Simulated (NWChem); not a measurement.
Species: Si₃H₆O; SMILES [SiH2]1[SiH2][SiH2]O1

```xyz
10

O     -0.1774     1.4033     0.0000
Si    -0.1174     0.4187     1.3805
Si    -0.0003    -1.4974     0.0000
Si    -0.1174     0.4187    -1.3805
H     -1.3444     0.5893     2.2148
H      1.0797     0.7374     2.2149
H      1.2759    -2.2750     0.0000
H     -1.1726    -2.4245     0.0000
H     -1.3444     0.5893    -2.2148
H      1.0797     0.7374    -2.2149
```
Atoms are numbered in this order, from 1.

Level: PBE0/def2-SVP (NWChem), optimised geometry, unscaled harmonic frequencies. 

Problem. List the harmonic frequencies with IR intensities, and the thermochemistry.

Solution. 
| frequency (cm⁻¹) | IR intensity (km/mol) |
|---|---|
| 103 | 1.3 |
| 325 | 18.8 |
| 350 | 5.7 |
| 363 | 0.0 |
| 389 | 2.5 |
| 453 | 2.4 |
| 558 | 10.3 |
| 593 | 26.9 |
| 641 | 0.0 |
| 700 | 0.0 |
| 707 | 40.6 |
| 712 | 0.6 |
| 745 | 37.0 |
| 890 | 403.4 |
| 916 | 48.3 |
| 919 | 357.1 |
| 951 | 78.8 |
| 976 | 2.4 |
| 2222 | 92.8 |
| 2225 | 224.3 |
| 2232 | 42.0 |
| 2235 | 8.6 |
| 2235 | 0.1 |
| 2243 | 257.3 |

```json
{
 "zero_point_energy": "35.3 kcal/mol",
 "thermal correction to the enthalpy at 298.15 K (with zero-point energy)": "39.9 kcal/mol",
 "heat capacity Cv": "24.1 cal/(mol K)",
 "entropy at 298.15 K and 1 atm (symmetry number 2)": "77.1 cal/(mol K)",
 "dipole_moment": "1.27 D"
}
```

Rigid rotor and harmonic oscillator.
